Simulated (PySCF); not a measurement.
C3H5, SMILES C=[C]C, multiplicity 2. Geometry optimised at B3LYP-D3(BJ)/def2-TZVP. The isomer is the one that the SMILES or the coordinates give; other isomers of the formula were not compared.

Level of theory: B3LYP-D3(BJ)/def2-TZVP (PySCF 2.14.0).

Harmonic wavenumbers (cm⁻¹): 186, 316, 480, 889, 902, 939, 1053, 1104, 1393, 1422, 1454, 1472, 1748, 2965, 3030, 3053, 3078, 3152. Rotational constants (GHz): 75.77, 8.688, 8.190; symmetry number 1.

Work out the zero-point energy and the ideal-gas rigid-rotor harmonic-oscillator thermochemistry at 298.15 K and 1 atm.

ZPE = ½ Σ hcν = ½ × 28635 cm⁻¹ = 171.28 kJ/mol. H − E(el) = 185.03 kJ/mol. Entropy in J/(mol K): translation 155.08, rotation 90.44, vibration 20.58, spin 5.76, total 271.86. G − E(el) = 103.98 kJ/mol. Cp = 63.66 J/(mol K).
